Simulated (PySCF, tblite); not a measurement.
Compound: C7H12P2.
Cartesian coordinates in Å at the GFN2-xTB level; atoms count from 1:
```xyz
21
C7H12P2 angstrom
C     -1.8031   -0.9051    1.8258
C     -1.7669   -0.9166    0.6285
C     -1.6712   -0.8748   -0.8069
P     -0.5313    0.4885   -1.4195
C     -1.3467    1.8477   -0.5282
C     -0.7517    2.8357    0.1207
C      0.9290    0.2080   -0.2902
C      1.6418   -1.0954   -0.6156
P      3.1648   -1.3924    0.4106
H     -1.8642   -0.9218    2.8728
H     -2.6548   -0.6819   -1.2475
H     -1.3054   -1.8281   -1.2000
H     -2.4254    1.8474   -0.6416
H      0.3177    2.8936    0.2336
H     -1.3175    3.6335    0.5751
H      1.6122    1.0487   -0.4438
H      0.5852    0.2207    0.7488
H      0.9829   -1.9523   -0.4476
H      1.9450   -1.1176   -1.6672
H      3.6824   -0.1049    0.2640
H      2.5684   -1.0613    1.6277
```

Level of theory: PBE0/pcSseg-1 in PySCF (dipole) on a GFN2-xTB geometry, gas phase.

Take the most abundant isotopes and a rigid rotor. The values belong to one conformer with, in the numbering `[CH:1]#[C:2][CH2:3][P:4]([CH:5]=[CH2:6])[CH2:7][CH2:8][PH2:9]`, C2–C3–P4–C5 -54°, C3–P4–C5–C6 138°, C3–P4–C7–C8 69°, P4–C7–C8–P9 177°, C7–C8–P9–H -46° and 46°.

Task: Give the principal moments of inertia and the rotational constants in GHz.

Result: Ia = 340.92, Ib = 751.06, Ic = 853.11 u·Å²; 505379 MHz·u·Å²/I gives 1482, 672.9 and 592.4 MHz, that is A = 1.4824, B = 0.6729, C = 0.5924 GHz.

Task: What kind of rotor is it?

Result: An asymmetric top. Ray's parameter κ = (2B − A − C)/(A − C) = -0.819; −1 is the prolate and +1 the oblate limit.

Task: What does the inertial defect say?

Result: Not planar: Δ = Ic − Ia − Ib = -238.87 u·Å². For a rigid frame Δ = −2 Σ m c², so Σ m c² = 119.43 u·Å² lies off the ab plane: 24.96 from hydrogen and 94.47 from heavier atoms. The atom farthest from that plane is 2.13 Å away.

Task: Predict some low-J microwave lines.

Result: The dipole components are |μa| = 1.01 D, |μb| = 0.03 D, |μc| = 0.73 D. The squared components, which scale the intensities, stand as 1.00 : 0.00 : 0.53 (a : b : c). Some lines, for components of 0.1 D or more:

```json
{"type": "c", "branch": "Q", "J(Ka,Kc)": "2(1,2) ← 2(0,2)", "MHz": "735", "lower level (cm⁻¹)": "0.126"}
{"type": "c", "branch": "Q", "J(Ka,Kc)": "1(1,1) ← 1(0,1)", "MHz": "810", "lower level (cm⁻¹)": "0.042"}
{"type": "a", "branch": "R", "J(Ka,Kc)": "1(0,1) ← 0(0,0)", "MHz": "1265", "lower level (cm⁻¹)": "0.000"}
{"type": "c", "branch": "R", "J(Ka,Kc)": "1(1,0) ← 0(0,0)", "MHz": "2155", "lower level (cm⁻¹)": "0.000"}
{"type": "c", "branch": "Q", "J(Ka,Kc)": "2(2,1) ← 2(1,1)", "MHz": "2429", "lower level (cm⁻¹)": "0.159"}
{"type": "a", "branch": "R", "J(Ka,Kc)": "2(1,2) ← 1(1,1)", "MHz": "2450", "lower level (cm⁻¹)": "0.069"}
{"type": "a", "branch": "R", "J(Ka,Kc)": "2(0,2) ← 1(0,1)", "MHz": "2525", "lower level (cm⁻¹)": "0.042"}
{"type": "a", "branch": "R", "J(Ka,Kc)": "2(1,1) ← 1(1,0)", "MHz": "2611", "lower level (cm⁻¹)": "0.072"}
{"type": "c", "branch": "R", "J(Ka,Kc)": "2(1,1) ← 1(0,1)", "MHz": "3501", "lower level (cm⁻¹)": "0.042"}
{"type": "c", "branch": "R", "J(Ka,Kc)": "2(2,0) ← 1(1,0)", "MHz": "5045", "lower level (cm⁻¹)": "0.072"}
```

Task: Estimate the classical rotational partition function at 100 K, 298.15 K and 500 K.

Result: Point group C1, symmetry number σ = 1; q = (√π/σ)·√((kT/h)³/(ABC)), k/h = 20836.6 MHz/K: 219000 at 100 K, 1130000 at 298.15 K, 2450000 at 500 K.

Its GFN2-xTB frequencies are all real (lowest 31 cm⁻¹). Zero-point vibration and centrifugal distortion are left out.

Hardware: one thread, Arm Neoverse V1 (shared host). Cost: 53 s of wall time. This is the PBE0/pcSseg-1 job that gave the dipole, with the shieldings it also computed.
